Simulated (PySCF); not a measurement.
Dipole response of Te- (tellurium, charge -1)

[Kr] 4d10 5s2 5p5, 2P determinant. All numbers are calculated (PySCF 2.14, scalar relativity through the core potential, in aug-cc-pVQZ-PP with one added diffuse shell each of s, p, d, f, g type with ECP28MDF (8s8p6d4f3g, 117 functions)). Coupled (time-dependent) response in atomic units; α is the mean over directions.

| method | mean α (bohr³) | α xx, yy, zz | C₆ (like pair) | S(−4) |
| --- | --- | --- | --- | --- |
| UHF | 90.17 | 72.62, 98.94, 98.94 | 1306 | 3371 |

S(−4) is the Cauchy moment in α(ω) = α(0) + S(−4) ω² + …

Spin-orbit coupling is absent.

α(iu) at UHF:

```json
{"u (hartree)": "0", "α(iu) (bohr³)": "90.17"}
{"u (hartree)": "0.0500", "α(iu) (bohr³)": "82.95"}
{"u (hartree)": "0.100", "α(iu) (bohr³)": "69.25"}
{"u (hartree)": "0.200", "α(iu) (bohr³)": "46.51"}
{"u (hartree)": "0.300", "α(iu) (bohr³)": "32.52"}
{"u (hartree)": "0.500", "α(iu) (bohr³)": "18.10"}
{"u (hartree)": "0.750", "α(iu) (bohr³)": "10.38"}
{"u (hartree)": "1.00", "α(iu) (bohr³)": "6.774"}
{"u (hartree)": "1.50", "α(iu) (bohr³)": "3.642"}
{"u (hartree)": "2.00", "α(iu) (bohr³)": "2.340"}
{"u (hartree)": "3.00", "α(iu) (bohr³)": "1.249"}
{"u (hartree)": "5.00", "α(iu) (bohr³)": "0.5436"}
```

For an ion, C₆ is the dispersion term alone; charge-induced terms of lower order in 1/R come first.

The components differ because the open shell of this determinant is not spherical; for a pure term their mean is the scalar polarisability.

Energies and moments cover only the electrons outside the core potential.
